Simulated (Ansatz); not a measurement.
Frontier orbitals of H$_{7}$HfN$_{3}$O, SMILES `[NH2][Hf]([NH2])([NH2])[OH]`.

```xyz
12

N    -0.418   -1.498   -1.160
Hf   -0.228    0.094    0.111
N     1.048   -0.517    1.589
N     0.689    1.579   -0.958
O    -1.909    0.705    0.857
H     0.079   -2.372   -1.068
H    -1.074   -1.577   -1.924
H     0.778   -0.950    2.461
H     2.033   -0.297    1.631
H     0.654    2.569   -0.762
H     1.178    1.438   -1.831
H    -2.830    0.827    1.055
```

Total charge 0; spin multiplicity 1. Correlated methods include outer-core shells of Hf, which these sets cover unevenly. Hf: def2 effective core potential. The geometry is a stationary point of PBE0-D4/def2-TZVP. It is one conformer, not always the lowest. Basis def2-TZVPP, Ansatz 0.2.0.

```csv
functional,HOMO (eV),LUMO (eV),gap (eV)
PBE,-5.32,-0.56,4.76
revPBE,-5.25,-0.48,4.77
BLYP,-5.20,-0.57,4.63
PBE0,-6.70,0.13,6.83
B3LYP,-6.46,-0.18,6.28
r2SCANh,-6.13,0.20,6.33
HSE06 (plane-wave form),-6.29,-0.22,6.07
ωB97M-V,-9.08,1.26,10.34
```

From PBE to PBE0 the HOMO moves by −1.38 eV and the LUMO by +0.69 eV, and with ωB97M-V by −3.76 and +1.82 eV, so the gap grows from 4.76 to 10.34 eV with exact exchange. A positive LUMO is unbound and depends on the basis.

B3LYP here is the variant with VWN-RPA as its local correlation; programs differ in this.
